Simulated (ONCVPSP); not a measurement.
Configuration tests for B (Z = 5) (ONCV)

boron (B), optimised norm-conserving Vanderbilt (ONCV), made with ONCVPSP 4.0.1 (PBEsol, scalar-relativistic). Core [He], reference 2s1.5 2p1.5. Waves: 2s: rc 1.65 bohr, ncon 4, nbas 8, qcut 3.5 1/bohr, 3 projectors, debl 3.7 Ha; 2p: rc 2.50 bohr, ncon 4, nbas 7, qcut 5.4 1/bohr, 2 projectors, debl 0.3 Ha; d scattering state at 0.19 Ha: rc 1.65 bohr, ncon 4, nbas 9, qcut 6.7 1/bohr, local. Local part: the d channel. Core correction: Teter function fitted to the true core (icmod 2), fcfact 0.45.

Energies are relative to the spin-unpolarised reference configuration 2s1.5 2p1.5; without spin polarisation the order of configurations can differ from experiment.

```tsv
valence configuration	charge	ΔE all-electron (eV)	error AE − PS (meV)
2s2 2p1	0	-2.907	-1.9
2s1 2p0	+2	30.494	+203
```

(1) What are ΔE and the potential's error for 2s2 2p0?

(2) What are ΔE and the potential's error for 2s1 2p2?

Levels in the configuration 2s1 2p2:

```csv
level,all-electron (eV),pseudo (eV)
2s,-9.847,-9.863
2p,-4.017,-4.026
```

Answers

(1) ΔE = 5.233 eV all-electron; the error (AE − PS) is +66 meV.

(2) ΔE = 2.913 eV all-electron; the error (AE − PS) is -1.9 meV.
